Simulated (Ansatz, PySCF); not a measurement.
Process, species as SMILES: CCCC[C@H](C)Cl -> [CH2][C@H](Cl)CCCC + H atom (the C-H bond at the site shown breaks; other sites are not compared here)
Geometries: B3LYP-D3(BJ)/def2-TZVP minima from Ansatz (a program for electronic structure), one conformer each, not searched for the lowest. Frequencies are from PySCF.
Geometry of the first species:
```xyz
20

C     -3.6728    -0.4475    -0.2247
C     -2.3661    -0.8433     0.4564
C     -1.1339    -0.2930    -0.2573
C      0.1713    -0.6883     0.4237
C      1.4326    -0.2003    -0.2692
C      2.7066    -0.7308     0.3577
Cl     1.4886     1.6297    -0.2503
H     -3.7087    -0.8190    -1.2517
H     -3.7808     0.6389    -0.2635
H     -4.5379    -0.8501     0.3052
H     -2.2976    -1.9349     0.5119
H     -2.3699    -0.4860     1.4913
H     -1.1991     0.7963    -0.3099
H     -1.1243    -0.6513    -1.2930
H      0.2385    -1.7819     0.4678
H      0.1789    -0.3346     1.4589
H      1.3978    -0.4473    -1.3300
H      3.5877    -0.3479    -0.1552
H      2.7671    -0.4453     1.4086
H      2.7159    -1.8221     0.2955
```
Charge 0, spin multiplicity 1.

Quantity: bond dissociation energy (0 K, with B3LYP-D3(BJ) harmonic zero-point energies), in kJ/mol. Valence correlation only, unless marked. Open shells are spin-unrestricted. Spin-orbit coupling is left out. Non-relativistic. CBS marks a two-point X^-3 extrapolation of the correlation energy; Hartree-Fock from the larger set. [CCSD(T)-MP2]/basis is that difference in the basis named.

```
level                                                                 program  bond dissociation energy (kJ/mol)
-------------------------------------------------------------  --------------  ---------------------------------
PBE/def2-TZVPD                                                         Ansatz                              395.9
r2SCAN/def2-TZVPD                                                      Ansatz                              392.0
r2SCAN-D3(BJ)/def2-TZVPD                                       Ansatz + dftd3                              392.5
B3LYP-D3(BJ)/def2-TZVPD                                        Ansatz + dftd3                              405.3
PBE0/STO-3G                                                            Ansatz                              525.2
PBE0-D3(BJ)/def2-TZVP                                          Ansatz + dftd3                                  ?
HSE06-D4/def2-TZVPD                                            Ansatz + dftd4                              401.4
CAM-B3LYP/def2-TZVPD                                                   Ansatz                                  ?
LC-wPBE-D4/def2-TZVPD                                          Ansatz + dftd4                                  ?
B2GP-PLYP/def2-TZVPD                                                   Ansatz                              407.7
B2PLYP/def2-TZVPD                                                      Ansatz                              405.9
SCS-MP2/cc-pV(T+d)Z                                                    Ansatz                              423.8
CCSD/STO-3G                                                            Ansatz                              481.4
CCSD/6-31G*                                                            Ansatz                                  ?
CCSD/cc-pV(T+d)Z                                                       Ansatz                              413.1
RI-MP2/CBS(cc-pV(T+d)Z,cc-pV(Q+d)Z)+[CCSD(T)-MP2]/cc-pV(T+d)Z          Ansatz                              422.5
```

Some entries are withheld; supply them.


- PBE0-D3(BJ)/def2-TZVP, bond dissociation energy (kJ/mol): 401.9
- CAM-B3LYP/def2-TZVPD, bond dissociation energy (kJ/mol): 409.4
- LC-wPBE-D4/def2-TZVPD, bond dissociation energy (kJ/mol): 406.6
- CCSD/6-31G*, bond dissociation energy (kJ/mol): 387.3
